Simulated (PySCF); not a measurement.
Spin–spin coupling constants

Geometry:
| atom | x (Å) | y (Å) | z (Å) |
| --- | --- | --- | --- |
| F1 | -2.236 | 1.184 | -1.390 |
| C2 | -2.408 | 0.723 | -0.137 |
| F3 | -1.793 | 1.544 | 0.720 |
| C4 | -1.822 | -0.690 | -0.054 |
| F5 | -1.906 | -1.097 | 1.226 |
| F6 | -2.619 | -1.486 | -0.801 |
| C7 | -0.414 | -0.860 | -0.574 |
| O8 | 0.442 | -0.048 | 0.197 |
| C9 | 1.762 | -0.198 | -0.020 |
| F10 | 2.175 | -1.437 | 0.320 |
| F11 | 2.070 | -0.038 | -1.319 |
| C12 | 2.506 | 0.825 | 0.840 |
| F13 | 2.172 | 2.057 | 0.442 |
| F14 | 3.824 | 0.652 | 0.677 |
| H15 | -3.487 | 0.685 | 0.094 |
| H16 | -0.153 | -1.925 | -0.476 |
| H17 | -0.388 | -0.571 | -1.635 |
| H18 | 2.239 | 0.689 | 1.902 |

Indirect spin–spin couplings were computed at B3LYP/pcJ-1 (spin–dipole term only in couplings to heteroatoms) (PySCF 2.14) on a PBE0-D3(BJ)/def2-SVP structure, for the isolated molecule, without vibrational or relativistic corrections. Couplings are averaged over pairs made equivalent by symmetry, fast rotation or ring inversion, so a value needn't be that of the named pair in this geometry, while other rotamers aren't included; one pair stands for each set, and the list holds a selection of those of at least 0.8 Hz over up to four bonds, among pairs with at least one F or H atom (others weren't computed). One-bond C–F couplings come out tens of Hz too large with common functionals.

Isotopes: $^{13}$C, $^{19}$F, $^{1}$H, $^{17}$O. Couplings to quadrupolar nuclei such as 17O and 33S are rarely resolved in practice.

```csv
pair,bonds,J (Hz)
"F1, C2",1,-314.9
"C2, H15",1,193.5
"C4, F5",1,-300.4
"C7, H16",1,155.3
"C9, F10",1,-337.3
"C12, F13",1,-314.7
"C12, H18",1,194.4
"F1, F3",2,275.6
"F1, C4",2,29.9
"F1, H15",2,60.9
"C4, H16",2,?
"F5, F6",2,?
"F5, C7",2,35.1
"F10, F11",2,88.2
"F13, F14",2,266.7
"F1, F5",3,1.9
"F1, F6",3,?
"C2, H16",3,?
"F5, H16",3,?
"C7, F10",3,6.6
"C7, H15",3,?
"O8, F13",3,-1.8
"C9, H16",3,?
"F10, F13",3,?
"F1, O8",4,-5.2
"F10, H17",4,1.7
```

Estimate the withheld couplings, with signs.

Answers


- $^{2}J$(C4,H16) = -4.3 Hz (mean over equivalent pairs that range from -7.9 to -0.7 Hz in this conformer)
- $^{2}J$(F5,F6) = 276.8 Hz (angle at C4 108°)
- $^{3}J$(F1,F6) = -11.0 Hz (mean over equivalent pairs that range from -15.1 to -6.9 Hz in this conformer)
- $^{3}J$(C2,H16) = 2.1 Hz (mean over equivalent pairs that range from 0.7 to 3.6 Hz in this conformer)
- $^{3}J$(F5,H16) = 5.9 Hz (mean over equivalent pairs that range from 0.2 to 11.6 Hz in this conformer)
- $^{3}J$(C7,H15) = 2.0 Hz (dihedral angle 170°)
- $^{3}J$(C9,H16) = 1.6 Hz (mean over equivalent pairs that range from 0.8 to 2.3 Hz in this conformer)
- $^{3}J$(F10,F13) = -8.8 Hz (mean over equivalent pairs that range from -16.9 to -0.8 Hz in this conformer)
